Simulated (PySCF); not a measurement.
**Shapes and spin states of [Pb3S]+**

Method: PySCF, PBE0, basis S def2-SVP, Pb def2-SVP with ECP60 (scalar-relativistic core potentials, no spin–orbit coupling, density fitting).

Relaxations began from a few typed shapes and spin states; open shells are unrestricted. The search is not exhaustive: other isomers or separated fragments can lie lower, and high-lying points may rest on an excited occupation.

```json
{"spin": "quartet", "group": "C3v", "bonds": "Pb–Pb 3.337 Å (×3), S–Pb 2.667 Å (×3)", "angles": "Pb–Pb–Pb 60.0° (×3), Pb–Pb–S 51.3° (×6), Pb–S–Pb 77.5° (×3)", "imaginary modes (cm⁻¹)": "none", "ΔE (kJ/mol)": "0.0", "ΔE with ZPE (kJ/mol)": "0.0"}
{"spin": "doublet", "group": "C2v", "bonds": "Pb–Pb 3.196 Å (×2), S–Pb 2.602 Å (×2), S–Pb 2.649 Å", "angles": "Pb–Pb–Pb 103.7°, Pb–Pb–S 51.9° (×2), Pb–Pb–S 53.2° (×2), Pb–S–Pb 75.0° (×2), Pb–S–Pb 149.9°", "imaginary modes (cm⁻¹)": "332i", "ΔE (kJ/mol)": "12.4", "ΔE with ZPE (kJ/mol)": "–"}
{"spin": "quartet", "group": "Cs", "bonds": "Pb–Pb 3.277 Å (×2), S–Pb 2.634 Å (×2), S–Pb 2.738 Å", "angles": "Pb–Pb–Pb 91.1°, Pb–Pb–S 51.0° (×2), Pb–Pb–S 53.9° (×2), Pb–S–Pb 75.2° (×2), Pb–S–Pb 125.3°", "imaginary modes (cm⁻¹)": "none", "ΔE (kJ/mol)": "81.2", "ΔE with ZPE (kJ/mol)": "79.7"}
{"spin": "quartet", "group": "C2v", "bonds": "Pb–Pb 3.249 Å (×2), S–Pb 2.578 Å (×2), S–Pb 2.846 Å", "angles": "Pb–Pb–Pb 99.0°, Pb–Pb–S 49.5° (×2), Pb–Pb–S 57.1° (×2), Pb–S–Pb 73.4° (×2), Pb–S–Pb 146.8°", "imaginary modes (cm⁻¹)": "103i", "ΔE (kJ/mol)": "106.9", "ΔE with ZPE (kJ/mol)": "–"}
```

The lowest minimum found is the quartet C3v: Pb–Pb 3.337 Å (×3), S–Pb 2.667 Å (×3); Pb–Pb–Pb 60.0° (×3), Pb–Pb–S 51.3° (×6), Pb–S–Pb 77.5° (×3).

For the lowest minimum: no spin–orbit coupling is included, which matters more the heavier the element.
